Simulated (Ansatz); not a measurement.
Two structures of SiAsNH8O, closed shell, reached by relaxing down either side of one saddle point (PBE0-D4/def2-TZVP). Energies are electronic, without zero-point energy. Ansatz 0.2.0; basis: def2-TZVPP and def2-QZVPP; cores frozen in the correlated methods. Filled d shells of the heavier atoms are correlated. The def2 sets are not built for correlating such inner shells, so the correlated values are less sure here. Extrapolation: Hartree–Fock as exp(−7.88 √X), correlation as X^−2.97. First:

```csv
atom,x (Å),y (Å),z (Å)
Si1,-0.7215,-1.5860,0.4429
N2,0.3040,-0.5032,1.2996
H3,0.2167,-2.3905,-0.3870
H4,-1.5472,-2.4736,1.2990
O5,-1.8368,-0.7710,-0.4411
H6,0.6062,2.6071,-0.0400
As7,0.4583,1.7772,-1.3002
H8,-0.0395,0.0292,2.0831
H9,1.2761,-0.7381,1.4188
H10,-1.4836,-0.0543,-0.9810
H11,1.8527,1.1922,-1.1861
H12,0.9147,2.9110,-2.2081
```

Second:

```xyz
12
angstrom
Si -0.7887 -0.5306 -0.2910
N 1.4428 -0.2110 1.3743
H 0.0412 -1.7629 -0.3770
H -1.2914 -0.2820 1.0773
O -2.1872 -0.7962 -1.1498
H 2.3383 -0.3282 0.9157
As 0.4270 1.2826 -1.2310
H 1.4938 0.6325 1.9329
H 1.3208 -0.9901 2.0099
H -2.1013 -0.9963 -2.0823
H 0.0454 2.2176 -0.0939
H -0.7407 1.7646 -2.0853
```

(1) Which bonds change from the first to the second?

(2) Give the saddle point's structure and its height above each. (An estimate is asked for; the value comes from the calculation.)

The T1 diagnostic stays at or below 0.013.

## Answers

(1) SiNH₅O ([NH2][SiH2][OH]) + AsH₃ → SiAsH₅O ([OH][SiH2][AsH2]) + NH₃; bonds formed: Si1–As7, N2–H6; bonds broken: Si1–N2, H6–As7.

(2) The calculation gives: 141.5 kJ/mol above the first and 105.8 kJ/mol above the second (CCSD(T) at an estimated basis limit (MP2 extrapolated from triple and quadruple zeta, plus CCSD(T) − MP2 in triple zeta)).
```xyz
12
angstrom
Si -0.4892 -1.1725 0.0887
N 0.3429 0.0374 1.2520
H 0.5517 -1.6782 -0.8215
H -0.8134 -2.2434 1.0670
O -1.9560 -0.6634 -0.3931
H 0.6117 0.7634 0.5101
As 0.3551 1.2922 -1.7141
H -0.3108 0.4475 1.9168
H 1.1475 -0.3321 1.7571
H -1.8591 0.0437 -1.0494
H 1.8324 0.9205 -1.6808
H 0.5873 2.5850 -0.9330
```

Labels in which every atom is bracketed show which atoms are joined, not bond orders.

For scale, one of the runs: CCSD(T)/def2-TZVPP, 264 basis functions, launched by `ansatz run in.yaml --threads 8 --pin off --events-out ev --progress --plain --max-ram 19148MiB`. Hardware: 8 CPU threads of an Arm Neoverse V2, shared host. Wall time 2.6 min; peak host memory 6.5 GiB.
